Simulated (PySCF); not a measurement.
# How methods differ on the excitation energy of C⁺

C⁺ [He] 2s2 2p1 (2P) → C⁺ [He] 2s1 2p1 3s1 (4P), as a difference of total energies. All numbers are calculated (PySCF 2.14, scalar relativity by spin-free X2C-1e, in aug-cc-pVQZ-DK). Correlated levels: valence: 1s2 frozen. The calculations carry no spin-orbit coupling.

```
           method  excitation energy (eV)
              UHF                  18.863
    MP2 (valence)                  20.142
SCS-MP2 (valence)                  20.492
   CCSD (valence)                  20.622
CCSD(T) (valence)                  20.654
```

Q: How much does correlation contribute at CCSD(T) (valence)?

A: 20.654 − (18.863) = 1.791 eV, measured against UHF.

The promoted electron is Rydberg-like, and one or two diffuse shells describe it only roughly, which tends to raise the upper state.
